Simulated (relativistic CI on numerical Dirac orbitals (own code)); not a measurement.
Zr²⁺: L2,3 absorption edge

Computed with this model: Dirac-Coulomb-Breit CI, separate exchange-only KLI orbitals for each configuration, a model potential for QED, valence Slater integrals scaled by 0.7, multiplet model of core-to-valence dipole absorption; configurations [Kr] 4d2 → [He] 2s2 2p5 3s2 3p6 3d10 4s2 4p6 4d3; 80 K; Lorentzian 1.6 eV and Gaussian 0.5 eV FWHM. Energies are those of the free ion, without screening or charge transfer. The branching ratio is the share of the lower-energy edge in the whole absorption, uncertain by about 0.02 where the edges overlap. S is read from ⟨S²⟩ = S(S + 1).

Field parameters in Wybourne normalisation: Td as Oh with Dq negative (B⁴₀ = 21Dq, B⁴₄ = √(5/14) B⁴₀). The field is a parameter set, without covalency.

free ion: ground-state S = 1.00, centroid 2244.46 eV, branching ratio 0.771. Peaks (eV, height): 2225.2 (100), 2309.8 (24).

Td, 10Dq = -2100 cm⁻¹: ground-state S = 1.00, centroid 2249.54 eV, branching ratio 0.711. Peaks (eV, height): 2225.2 (100), 2309.5 (35).

Td, 10Dq = -7350 cm⁻¹: ground-state S = 1.00, centroid 2251.43 eV, branching ratio 0.690. Peaks (eV, height): 2225.2 (100), 2309.2 (43).

Td, 10Dq = -12600 cm⁻¹: ground-state S = 1.00, centroid 2251.86 eV, branching ratio 0.686. Peaks (eV, height): 2225.2 (100), 2309.5 (45).

Td, 10Dq = -15250 cm⁻¹: ground-state S = 1.00, centroid 2251.99 eV, branching ratio 0.685. Peaks (eV, height): 2225.5 (100), 2309.5 (45).

Td, 10Dq = -17900 cm⁻¹: ground-state S = 1.00, centroid 2252.10 eV, branching ratio 0.684. Peaks (eV, height): 2225.5 (100), 2309.8 (44).

The statistical ratio of this edge is 2/3 = 0.667. Values above it arise where the holes sit mainly in the j = l + 1/2 valence subshell or the ground state has high spin; values below it where core-valence Coulomb terms move weight to the upper edge, as in nearly empty shells. At deep edges of heavy elements the radial integrals of the two core levels differ, which raises the baseline.

Strongest unbroadened transitions for Td, 10Dq = -2100 cm⁻¹:

```tsv
Energy (eV)	Relative strength
2224.27	27.2
2224.29	38.6
2224.40	23.1
2224.89	21.4
2225.09	27.7
2225.16	29.3
2225.18	100.0
2225.19	43.2
2225.23	49.4
2225.27	30.7
2225.28	46.9
2225.41	54.6
2225.54	44.2
2308.58	20.7
2308.75	73.4
2308.89	23.7
2309.84	61.0
2309.87	20.8
```
